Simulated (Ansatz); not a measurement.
Reaction (formal exchange of groups at the Sn–F bond): `C[O][Sn]([F])([F])[O]C` + `CCCCC(C)(C)C` → `C[O][Sn]([F])([O]C)[C](C)(C)C` + `CCCCF`

Calculated with Ansatz (gas phase, PBE0-D4/def2-TZVP geometries, no zero-point term in ΔE). CBS: MP2 limit from def2 TZ/QZ plus the TZ coupled-cluster correction, frozen cores. DFT in def2-TZVPP. B3LYP here is the variant with VWN-RPA as its local correlation; programs differ in this. def2 core potentials past Kr. For Sn outer-core shells are correlated without core-valence functions, which leaves a few kJ/mol of doubt a bond. One conformer a species, not always the lowest.

`C[O][Sn]([F])([F])[O]C`:

Z-matrix (Å, degrees):
```
C
O 1 1.419
H 1 1.092 2 106.9
H 1 1.094 2 112.3 3 -118.8
H 1 1.095 2 111.8 3 118.5
Sn 2 1.927 1 121.1 3 172.4
F 6 1.896 2 108.4 1 -38.6
F 6 1.896 2 106.8 1 -155.9
O 6 1.927 2 117.3 1 82.3
C 9 1.419 6 121.1 2 82.3
H 10 1.092 9 106.9 6 172.4
H 10 1.095 9 111.8 6 -69.1
H 10 1.094 9 112.3 6 53.6
```

`CCCCC(C)(C)C`:

Cartesian coordinates in Å:
```
C 2.562 -0.393 2.590
C 1.160 -0.698 2.094
C 0.856 -0.065 0.745
C -0.550 -0.377 0.260
C -0.969 0.213 -1.094
C -0.921 1.739 -1.058
C -2.403 -0.229 -1.376
C -0.065 -0.300 -2.212
H 2.715 0.684 2.703
H 3.317 -0.759 1.888
H 2.757 -0.859 3.559
H 0.425 -0.350 2.829
H 1.022 -1.783 2.021
H 1.594 -0.416 0.015
H 0.996 1.019 0.824
H -1.268 -0.034 1.018
H -0.669 -1.467 0.208
H -1.293 2.157 -1.997
H -1.541 2.132 -0.248
H 0.097 2.109 -0.914
H -2.754 0.166 -2.333
H -2.477 -1.320 -1.416
H -3.083 0.125 -0.596
H 0.966 0.040 -2.088
H -0.059 -1.394 -2.241
H -0.414 0.058 -3.184
```

`C[O][Sn]([F])([O]C)[C](C)(C)C`:

```xyz
25

C    -1.722   -1.587   -2.591
O    -0.922   -0.539   -2.089
Sn   -0.166   -0.628   -0.298
F     1.047   -2.133   -0.264
O    -1.625   -1.220    0.858
C    -1.428   -2.175    1.876
C     0.883    1.186    0.205
C     2.025    1.350   -0.787
C     1.410    1.046    1.626
C    -0.103    2.342    0.100
H    -2.527   -1.863   -1.901
H    -1.128   -2.483   -2.806
H    -2.175   -1.247   -3.526
H    -2.409   -2.543    2.188
H    -0.936   -1.739    2.756
H    -0.830   -3.030    1.543
H     1.666    1.439   -1.815
H     2.578    2.268   -0.548
H     2.731    0.518   -0.742
H     2.104    0.207    1.727
H     0.604    0.915    2.353
H     1.954    1.959    1.899
H     0.415    3.278    0.346
H    -0.938    2.236    0.797
H    -0.509    2.444   -0.909
```

`CCCCF`:

Z-matrix (Å, degrees):
```
C
C 1 1.518
H 1 1.092 2 111.5
H 1 1.094 2 111.3 3 120.2
H 1 1.094 2 111.1 3 -120.0
C 2 1.520 1 112.7 3 -179.9
H 2 1.094 1 109.9 3 58.3
H 2 1.096 1 109.8 3 -58.2
C 6 1.506 2 113.6 1 -179.1
H 6 1.097 2 110.0 1 60.1
H 6 1.096 2 110.1 1 -56.9
F 9 1.387 6 110.4 2 63.3
H 9 1.095 6 111.3 2 -55.7
H 9 1.094 6 111.5 2 -177.5
```

| level | ΔE (kJ/mol) | difference from CCSD(T)/CBS |
| --- | --- | --- |
| LDA (SPW92) | 73.1 | -13.6 |
| PBE0-D4 | 77.3 | -9.4 |
| ωB97X-V | 84.3 | -2.4 |
| PBE-QIDH | 86.0 | -0.7 |
| revPBE | 72.9 | -13.8 |
| BLYP | 72.8 | -13.9 |
| B3LYP | 76.1 | -10.6 |
| CAM-B3LYP | 81.9 | -4.8 |
| HF/def2-SVP | 66.7 | -20.0 |
| CCSD(T)/def2-SVP | 82.3 | -4.4 |
| CCSD(T)/CBS | 86.7 | 0 |

Largest T1 diagnostic among the species: 0.015.

From BLYP to BHLYP (50 % exact exchange), in def2-TZVPP and without D4, ΔE moves by +10.0 kJ/mol. At CCSD(T), def2-SVP lies −4.4 kJ/mol from the extrapolated value and def2-TZVPP −4.1 kJ/mol.
